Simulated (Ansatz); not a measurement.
`[NH2][GeH]1[CH2][O]1` + H₂O → `[OH][GeH]1[CH2][O]1` + NH₃ at 298.15 K and 1 bar (formal hydrolysis of a Ge–N bond).

Computed with Ansatz on PBE0-D4/def2-TZVP structures; ΔE is electronic, products minus reactants. CBS: MP2 limit from def2 TZ/QZ plus the TZ coupled-cluster correction, frozen cores. This one scheme is used for every species. For Ge outer-core shells are correlated without core-valence functions, which leaves a few kJ/mol of doubt a bond. Scalar relativity is left out up to krypton. One conformer a species, not always the lowest.

```tsv
species	CCSD(T)/CBS energy (Eh)	H − E (kJ/mol)	S (J/(mol·K))
`[NH2][GeH]1[CH2][O]1`	-2247.01711	184.8	314.0
H₂O	-76.37941	66.4	188.7
`[OH][GeH]1[CH2][O]1`	-2266.89182	151.8	312.4
NH₃	-56.50880	100.5	192.4
```

H − E and S are ideal-gas, rigid-rotor, harmonic terms from PBE0-D4/def2-TZVP, for one conformer and one mirror image of each species. 1 Eh = 2625.50 kJ/mol, R = 8.31446 J/(mol·K).

Task: By hand: ΔE, ΔH, ΔS and ΔG.

Result: ΔE = (-2266.89182) + (-56.50880) − (-2247.01711) − (-76.37941) = -0.00410 Eh = -10.8 kJ/mol. Δ(H − E) = 151.8 + 100.5 − 184.8 − 66.4 = 1.1, so ΔH = -9.7 kJ/mol. ΔS = 312.4 + 192.4 − 314.0 − 188.7 = 2.1 J/(mol·K). ΔG = -9.7 − 298.15 × (2.1)/1000 = -10.3 kJ/mol.

Task: By hand: the equilibrium constant, and the temperature at which ΔG would vanish if ΔH and ΔS stayed fixed.

Result: log₁₀ K = −ΔG/(RT ln 10) = 1.8. ΔH and −TΔS have one sign here, so there is no such temperature. One of them is within its doubt of zero, so this could turn.

The number of gas molecules stays the same, so ΔS is small and ΔH decides. A doubt of 5 kJ/mol in ΔE shifts log₁₀ K by 0.9 here. Other conformers and mirror images would add mixing entropy, several J/(mol·K) or more a flexible species. These are equilibria of isolated gas molecules and say nothing of rates. Largest T1 diagnostic: 0.014 (customary marks: 0.02 for closed shells, 0.045 for open ones).
